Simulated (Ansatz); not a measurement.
C₂H₆Sn, SMILES `C=[CH][SnH3]`, 9 atoms. The species carries charge 0 and has multiplicity 1. Correlated methods include outer-core shells of Sn, which these sets cover unevenly. Sn: def2 effective core potential. All runs use 2 threads of a server CPU on a shared host. Correlated methods freeze the cores.

Question: How many basis functions does each run have, and how long does it take in Ansatz? RHF-MP2/def2-QZVPP energy; RKS ωB97M-V/def2-TZVPP energy and forces; RKS PBE0-D4/def2-QZVPP energy; RKS ωB97M-V/def2-SVP energy; RKS ωB97M-V/def2-QZVPP energy; RKS B97M-V/def2-TZVPP energy; RKS PBE0-D4/def2-TZVP frequencies; direct RPA on PBE orbitals/def2-TZVPP energy; RHF-CCSD(T)/def2-TZVPP energy; RKS PBE0-D4/def2-SVP energy; RKS B2PLYP (frozen core)/def2-TZVPP energy; RKS PBE0-D4/def2-TZVP relaxation (6 steps). (Best estimate.)

Answer: The calculation gave: Other jobs shared the machine, so times are rough.

| level | job | functions | wall time | peak host memory (GiB) |
| --- | --- | --- | --- | --- |
| RKS PBE0-D4/def2-SVP | energy | 84 | 0.6 s | 0.17 |
| RKS ωB97M-V/def2-SVP | energy | 84 | 1.9 s | 0.25 |
| RKS B2PLYP (frozen core)/def2-TZVPP | energy | 196 | 3.2 s | 0.44 |
| direct RPA on PBE orbitals/def2-TZVPP | energy | 196 | 3.3 s | 0.43 |
| RKS PBE0-D4/def2-QZVPP | energy | 376 | 3.9 s | 0.92 |
| RKS B97M-V/def2-TZVPP | energy | 196 | 4 s | 0.28 |
| RKS ωB97M-V/def2-TZVPP | energy and forces | 196 | 6 s | 0.56 |
| RKS ωB97M-V/def2-QZVPP | energy | 376 | 9 s | 1.2 |
| RHF-MP2/def2-QZVPP | energy | 376 | 11 s | 1.6 |
| RKS PBE0-D4/def2-TZVP | relaxation (6 steps) | 148 | 12 s | 0.32 |
| RHF-CCSD(T)/def2-TZVPP | energy | 196 | 27 s | 2.7 |
| RKS PBE0-D4/def2-TZVP | frequencies | 148 | 69 s | 0.33 |
